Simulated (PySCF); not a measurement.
# How the method moves the HOMO and LUMO of `CC[SiH2]B(F)F`

Species: C2H7BF2Si.
Geometry (PBE0-D3(BJ)/def2-SVP, Å), atoms numbered from 1 in this order:
```
atom  x, y, z in Å
C1    -1.8086   -0.0934   -0.2028
C2    -0.3877   -0.5146    0.1569
Si3    0.9697    0.6222   -0.5002
B4     2.7931   -0.1455   -0.0291
F5     2.9494   -1.4478    0.1408
F6     3.8808    0.5871    0.1196
H7    -2.5554   -0.7862    0.2163
H8    -1.9588   -0.0691   -1.2936
H9    -2.0427    0.9125    0.1802
H10   -0.1706   -1.5295   -0.2197
H11   -0.2659   -0.5751    1.2526
H12    0.8368    2.0077    0.0522
H13    0.8835    0.7286   -1.9947
```

Basis pcSseg-1 throughout (PySCF), one geometry. Isolated species at its PBE0-D3(BJ)/def2-SVP geometry (one conformer only).

Q: How do the orbital energies, the gap and the dipole change with the method?

A: 
| method | kind | HOMO (eV) | LUMO (eV) | gap (eV) | μ (D) | SCF cycles |
| --- | --- | --- | --- | --- | --- | --- |
| BLYP | GGA | -7.11 | -1.69 | 5.41 | 1.41 | 14 |
| OPBE | GGA | -7.20 | -1.69 | 5.51 | 1.40 | 14 |
| PBE | GGA | -7.23 | -1.85 | 5.38 | 1.42 | 14 |
| B97-D | GGA | -7.23 | -1.69 | 5.54 | 1.43 | 14 |
| BP86 | GGA | -7.33 | -1.91 | 5.43 | 1.43 | 14 |
| LDA | LDA | -7.34 | -2.11 | 5.23 | 1.51 | 14 |
| KT2 | GGA | -7.35 | -1.87 | 5.48 | 1.50 | 15 |
| KT3 | GGA | -7.37 | -1.80 | 5.57 | 1.44 | 14 |
| B97-2 | global hybrid | -8.32 | -0.92 | 7.40 | 1.52 | 12 |
| B3LYP | global hybrid | -8.35 | -1.13 | 7.22 | 1.50 | 12 |
| PBE0 | global hybrid | -8.57 | -0.92 | 7.65 | 1.53 | 12 |
| mPW1PW91 | global hybrid | -8.61 | -0.92 | 7.69 | 1.54 | 12 |
| BHandHLYP | global hybrid | -9.82 | 0.09 | 9.91 | 1.62 | 12 |
| CAM-B3LYP | range-separated hybrid | -9.94 | 0.23 | 10.17 | 1.51 | 12 |
| wB97X-D | range-separated hybrid | -10.45 | 0.95 | 11.40 | 1.54 | 12 |
| LC-wPBE | range-separated hybrid | -11.28 | 1.44 | 12.72 | 1.48 | 13 |
| HF | Hartree–Fock | -11.75 | 2.58 | 14.33 | 1.70 | 10 |

The HOMO spans 4.64 eV, from BLYP down to HF, and the gap runs from 5.23 eV (LDA) to 14.33 eV (HF). Over the methods BLYP (0 %), OPBE (0 %), PBE (0 %), B97-D (0 %), BP86 (0 %), LDA (0 %), KT2 (0 %), KT3 (0 %), B97-2 (21 %), B3LYP (20 %), PBE0 (25 %), mPW1PW91 (25 %), BHandHLYP (50 %), HF (100 %), a straight line through the gap against the share of exact exchange rises by 0.89 eV for each 10 % (correlation coefficient 0.999). The dipole ranges from 1.40 D (OPBE) to 1.70 D (HF). This basis has no diffuse functions.
